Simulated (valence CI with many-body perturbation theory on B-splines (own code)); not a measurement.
## E1 line list for La7+

Calculated by valence CI with perturbative core correlation (CI+MBPT): four valence electrons over a frozen Dirac-Fock core [Kr] 4d10, radial functions for each j: 8 s, 8 p, 9 d, 9 f, 6 g, 3 h, 2 i, with the one-electron correlation potential Σ1, the two-electron term Σ2, the three-electron term Σ3, Breit, model QED; selected CI, second order for the rest, scaled by the run's own slope (own B-spline code, finite nucleus).

No measured levels were compared; by estimate levels hold to about 250 cm⁻¹ or 0.2 % of their energy and the worst to 1 %, as in measured heavy ions of charge 2 to 7; those with d or f electrons hold less well. Core correlation moves these levels by up to 38000 cm⁻¹, and in measured spectra 5 to 20 % of such shifts remained as error; rates that hang on mixing are uncertain with them.

Lines 1 to 50 of 226 in falling wavelength, among levels below 280100 cm⁻¹, chosen from the strongest by gf and those to the six lowest levels. Wavelengths and rates use the calculated energies, so an error of 300 cm⁻¹ moves a line at 4275 Å by 1.3 % and its rate by three times that or more. Electric multipoles are in the length gauge, E1 and E2 with the static RPA response of the core. Weak lines are less certain than strong ones. Lines between different terms over intervals too small for the method are left out, as are lines whose strength nearly cancels. Where a level lies close to another of its J and parity, the split of strength between their lines is uncertain. The highest levels of a list are the least certain.

Names give the largest LS component (configuration and term), which can be under half, so a name can repeat, a term be missing and a line seem to break the LS rules; names also repeat where a configuration has a term twice. Letters in brackets count levels of one name in rising energy.

```csv
λ vac (Å),Upper,Lower,A (s⁻¹),log gf,Branch %
4275,5s5p³ ⁵S°_2,4f5s²5p ³G_3,2.21e+03,-4.52,0.0
2161,5s5p³ ³D°_1,4f5s²5p ³F_2,9.42e+06,-1.70,0.5
1988,5s5p³ ³D°_2,4f5s²5p ³F_3,8.55e+06,-1.60,0.8
1842,5s5p³ ³D°_2,4f5s²5p ³G_3,4.62e+04,-3.93,0.0
1788,5s5p³ ³D°_3,4f5s²5p ³G_4,6.11e+06,-1.69,0.7
1707,5s5p³ ³P°_2 [a],4f5s²5p ¹F_3,6.92e+06,-1.82,0.2
1622,5s5p³ ³D°_3,4f5s²5p ³G_3,4.65e+05,-2.89,0.1
1402,5s5p³ ³P°_2 [b],4f5s²5p ³D_3,2.07e+07,-1.52,0.9
1213,5s5p³ ³P°_2 [a],4f5s²5p ³G_3,3.40e+07,-1.43,1.1
1151,5s5p³ ⁵S°_2,5s²5p² ¹D_2,3.61e+06,-2.45,3.0
1136,5s5p³ ¹P°_1,4f5s²5p ¹D_2,2.42e+07,-1.85,0.1
1054,5s5p³ ³D°_1,5s²5p² ¹S_0,4.00e+06,-2.70,0.2
1037,4f5s5p² ⁵G°_2,4f5s²5p ¹F_3,4.95e+07,-1.40,3.2
1006,5s²5p5d ³F°_3,4f5s²5p ³F_4,5.34e+07,-1.25,1.6
1003,5s5p³ ¹P°_1,4f5s²5p ³D_2,3.81e+07,-1.76,0.2
978.3,5s5p³ ³P°_2 [b],4f5s²5p ³G_3,6.70e+07,-1.32,2.8
922.9,4f5s5p² ³G°_3,4f5s²5p ³D_3,1.67e+07,-1.82,5.5
920.3,4f5s5p² ⁵G°_5,4f5s²5p ³F_4,1.66e+07,-1.64,69.8
913.2,4f5s5p² ³D°_2,4f5s²5p ³D_1,2.20e+07,-1.86,0.6
911.3,4f5s5p² ⁵D°_1,4f5s²5p ³D_1,4.18e+07,-1.81,5.0
910.1,5s²5p5d ³F°_2,4f5s²5p ³F_2,6.41e+07,-1.40,2.5
902.4,5s²5p5d ³F°_2,4f5s²5p ³F_3,3.11e+07,-1.72,1.2
897.0,4f5s5p² ³D°_1,4f5s²5p ¹D_2,4.09e+07,-1.83,0.4
894.2,5s²5p5d ¹D°_2,4f5s²5p ¹D_2,4.86e+07,-1.54,0.2
893.4,5s5p³ ⁵S°_2,5s²5p² ³P_2,4.90e+07,-1.53,40.5
892.1,4f5s5p² ³G°_4,4f5s²5p ³G_5,8.91e+07,-1.02,35.6
888.8,4f5s5p² ³D°_2,4f5s²5p ³D_2,5.18e+07,-1.51,1.4
886.5,4f5s5p² ³G°_3,4f5s²5p ³F_4,2.62e+07,-1.66,8.5
884.6,4f5s5p² ⁵G°_6,4f5s²5p ³G_5,7.14e+07,-0.96,100.0
883.2,4f5s5p² ³D°_2,4f5s²5p ³D_3,2.73e+07,-1.80,0.7
881.2,5s²5p5d ³F°_4,4f5s²5p ³G_5,2.38e+08,-0.60,64.8
875.2,4f5s5p² ⁵G°_3,4f5s²5p ³F_2,4.94e+07,-1.40,6.4
871.7,5s5p³ ³D°_1,5s²5p² ¹D_2,4.38e+07,-1.82,2.1
871.1,5s²5p5d ³F°_2,4f5s²5p ³G_3,2.76e+07,-1.80,1.1
871.1,4f5s5p² ⁵F°_3,4f5s²5p ³D_2,4.78e+07,-1.42,2.2
869.1,4f5s5p² ⁵F°_5,4f5s²5p ³G_5,9.34e+07,-0.93,36.6
868.1,4f5s5p² ⁵G°_3,4f5s²5p ³F_3,5.13e+07,-1.39,6.6
856.7,5s²5p5d ³D°_3 [b],4f5s²5p ¹D_2,2.94e+07,-1.65,0.2
856.6,5s²5p5d ³F°_4,4f5s²5p ³F_4,4.15e+07,-1.39,11.3
856.1,4f5s5p² ⁵D°_4,4f5s²5p ³G_4,9.55e+07,-1.02,60.2
849.3,4f5s5p² ³G°_5,4f5s²5p ¹G_4,1.03e+08,-0.91,83.0
848.8,5s5p³ ³D°_2,5s²5p² ¹D_2,1.46e+07,-2.10,1.4
847.5,4f5s5p² ³G°_4,4f5s²5p ¹F_3,9.32e+07,-1.04,37.3
845.3,4f5s5p² ⁵F°_5,4f5s²5p ³F_4,1.39e+08,-0.79,54.5
844.8,5s5p³ ⁵S°_2,5s²5p² ³P_1,6.83e+07,-1.44,56.5
843.5,4f5s5p² ⁵D°_4,4f5s²5p ³F_3,5.19e+07,-1.30,32.7
842.6,4f5s5p² ⁵F°_4,4f5s²5p ³D_3,8.32e+07,-1.10,27.1
839.1,4f5s5p² ⁵G°_3,4f5s²5p ³G_3,2.64e+07,-1.71,3.4
837.7,5s²5p5d ³F°_4,4f5s²5p ¹F_3,4.72e+07,-1.35,12.9
835.6,4f5s5p² ³F°_2,4f5s²5p ¹D_2,1.12e+08,-1.23,8.8
```
